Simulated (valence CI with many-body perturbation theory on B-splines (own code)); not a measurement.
# Forbidden lines of Hg⁶⁺

Computed by valence CI with perturbative core correlation (CI+MBPT): six valence electrons over a frozen Dirac-Fock core [Xe] 4f14, a basis of 7 s, 7 p, 8 d, 6 f, 4 g, 1 h functions for each j, with the one-electron correlation potential Σ1 (screened to all orders), the two-electron term Σ2, the three-electron term Σ3, Breit, model QED; selected single and double excitations, second order for the rest, scaled by the run's own slope (own B-spline code, finite nucleus).

No measured levels were compared; by estimate terms of the open shell hold to 2 to 4 % of their energy, and close levels can change places; different configurations can be misplaced against each other by 1,000 to 8,000 cm⁻¹. Among the levels kept, up to 750 cm⁻¹ of a level comes from second order outside the variational space, and about a tenth of that is noise between levels of different J, which matters for small intervals. Only levels of the ground parity were solved; by the run's estimate the other parity begins above the list, which can be wrong where configurations are misplaced.

Lines 1 to 50 of 119 in falling wavelength, among levels below 71871 cm⁻¹, chosen from the decays that carry over 1 % of a level's rate. Wavelengths and rates use the calculated energies, so an error of 2000 cm⁻¹ moves a line at 1760 nm by 35 % and its rate by three times that or more. Electric multipoles are in the length gauge, E1 and E2 with the static RPA response of the core. Weak lines are less certain than strong ones. Lines between different terms over intervals too small for the method are left out, as are lines whose strength nearly cancels. Where a level lies close to another of its J and parity, the split of strength between their lines is uncertain. The highest levels of a list are the least certain.

Names give the largest LS component (configuration and term), which can be under half, so a name can repeat, a term be missing and a line seem to break the LS rules; names also repeat where a configuration has a term twice. Letters in brackets count levels of one name in rising energy.

```
λ vac (nm)         Upper         Lower  Type   A (s⁻¹)  Branch %
      2473      5d⁶ ⁵D_3  5d⁶ ⁵D_2 [a]    M1  1.51e+00       3.2
      2179      5d⁶ ³H_5  5d⁶ ³H_4 [b]    M1  1.61e+00       1.5
      1760      5d⁶ ³P_0      5d⁶ ³D_1    M1  1.82e+00       3.2
      1683      5d⁶ ³G_3      5d⁶ ³G_4    M1  3.77e+00       3.1
      1620      5d⁶ ³G_5  5d⁶ ³H_4 [a]    M1  2.72e+00      16.2
      1391      5d⁶ ³D_1  5d⁶ ³F_2 [a]    M1  2.81e+00       2.6
      1318      5d⁶ ⁵D_0  5d⁶ ⁵D_2 [a]    E2  1.83e-03     100.0
      1317  5d⁶ ⁵D_2 [a]      5d⁶ ⁵D_4    E2  5.55e-04     100.0
      1281      5d⁶ ¹F_3      5d⁶ ³G_4    M1  1.55e+00       1.5
      1210      5d⁶ ⁵D_1  5d⁶ ⁵D_2 [a]    M1  3.10e+01     100.0
      1175  5d⁶ ³H_4 [b]      5d⁶ ³F_3    M1  4.70e+00       3.4
      1130  5d⁶ ³H_4 [a]      5d⁶ ⁵D_3    M1  1.51e+00       1.5
      1099      5d⁶ ³D_2  5d⁶ ³F_2 [a]    M1  3.41e+00       4.3
      1089  5d⁶ ³P_1 [a]      5d⁶ ³P_0    M1  6.39e+00       3.2
     987.4      5d⁶ ³D_1  5d⁶ ⁵D_2 [b]    M1  1.32e+01      12.0
     972.9      5d⁶ ¹D_2      5d⁶ ³G_3    M1  2.92e+00       1.4
     966.1      5d⁶ ¹F_3  5d⁶ ³H_4 [b]    M1  2.27e+00       2.2
     929.3      5d⁶ ³D_2      5d⁶ ³F_3    M1  8.60e+00      10.9
     873.4      5d⁶ ³F_3  5d⁶ ³H_4 [a]    M1  1.47e+01      14.0
     859.3      5d⁶ ⁵D_3      5d⁶ ⁵D_4    M1  4.60e+01      96.8
     782.9      5d⁶ ¹G_4      5d⁶ ³D_3    M1  3.58e+00       2.3
     771.9  5d⁶ ³P_1 [a]      5d⁶ ³D_2    M1  3.12e+01      15.5
     755.8      5d⁶ ¹G_4      5d⁶ ³H_5    M1  1.64e+00       1.0
     737.6      5d⁶ ³D_3      5d⁶ ³F_3    M1  6.30e+00       3.3
     729.1      5d⁶ ¹D_2      5d⁶ ³D_3    M1  6.19e+00       2.9
     725.2  5d⁶ ³H_4 [b]      5d⁶ ³G_5    M1  2.85e+00       2.0
     675.5  5d⁶ ⁵D_2 [b]      5d⁶ ⁵D_1    M1  3.92e+01      21.1
     674.1      5d⁶ ³D_3  5d⁶ ⁵D_2 [b]    M1  3.55e+01      18.3
     672.7  5d⁶ ³P_1 [a]      5d⁶ ³D_1    M1  2.94e+01      14.6
     668.1  5d⁶ ³P_1 [a]      5d⁶ ¹S_0    M1  6.17e+00       3.1
     654.6      5d⁶ ¹G_4      5d⁶ ³G_4    M1  1.31e+01       8.2
     652.2      5d⁶ ³G_3  5d⁶ ³F_2 [a]    M1  1.45e+01      11.9
     612.3      5d⁶ ³G_4      5d⁶ ³G_5    M1  4.53e+01      31.3
     588.4      5d⁶ ³G_3      5d⁶ ³F_3    M1  4.17e+01      34.1
     581.4      5d⁶ ¹F_3  5d⁶ ³F_2 [a]    M1  3.18e+00       3.1
     563.6  5d⁶ ³F_2 [a]      5d⁶ ⁵D_1    M1  8.39e+00       5.0
     562.1      5d⁶ ³H_5      5d⁶ ³H_6    M1  6.34e+01      60.3
     561.2      5d⁶ ¹G_4  5d⁶ ³H_4 [b]    M1  1.68e+01      10.6
     560.7  5d⁶ ³P_1 [b]      5d⁶ ³P_0    M1  3.11e+01       4.4
     547.3      5d⁶ ³G_3  5d⁶ ⁵D_2 [b]    M1  1.58e+01      12.9
     544.1      5d⁶ ³H_5      5d⁶ ³G_5    M1  3.48e+01      33.2
     542.8      5d⁶ ¹D_2      5d⁶ ³D_1    M1  9.34e+00       4.4
     542.1  5d⁶ ³F_2 [b]      5d⁶ ¹F_3    M1  6.98e+01      21.9
     530.2      5d⁶ ¹F_3      5d⁶ ³F_3    M1  9.09e+00       8.9
     525.6  5d⁶ ⁵D_2 [b]      5d⁶ ⁵D_3    M1  1.01e+02      54.4
     501.0  5d⁶ ³H_4 [b]  5d⁶ ³H_4 [a]    M1  1.14e+02      81.2
     492.6      5d⁶ ³F_3      5d⁶ ⁵D_3    M1  2.31e+01      22.0
     488.0  5d⁶ ³H_4 [a]      5d⁶ ⁵D_4    M1  9.92e+01      98.5
     482.5      5d⁶ ³F_4      5d⁶ ³G_3    M1  2.17e+01       6.2
     462.8  5d⁶ ³P_1 [b]      5d⁶ ³D_2    M1  2.22e+01       3.2
```
